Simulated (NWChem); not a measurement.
C2H4BFO2; SMILES O(C(C)=O)BF

```xyz
10

B      0.6351    -1.5107    -0.2223
F     -0.4123    -2.0467     0.3822
H      1.4931    -2.2062    -0.6665
O      0.8059    -0.1533    -0.3046
C     -0.1773     0.8028    -0.0907
C      0.4327     2.0960     0.3823
O     -1.3403     0.5983    -0.3089
H     -0.3476     2.8476     0.5049
H      1.1790     2.4417    -0.3409
H      0.9534     1.9375     1.3331
```
Atoms are numbered in this order, from 1.

Computed with NWChem. Medium grid unless said otherwise, to which SCAN and Minnesota functionals are sensitive. Structure relaxed at the B3LYP/6-31G* (spherical d) level. B3LYP is NWChem's, with the RPA form of VWN correlation.

Problem. Order these by “highest occupied level (eV)”, lowest first: r2SCAN/def2-TZVP; PBE/def2-TZVP; B3LYP/def2-TZVP; PBE0/def2-TZVP.

Solution. PBE0/def2-TZVP (-8.44), B3LYP/def2-TZVP (-8.19), r2SCAN/def2-TZVP (-7.10), PBE/def2-TZVP (-6.77)
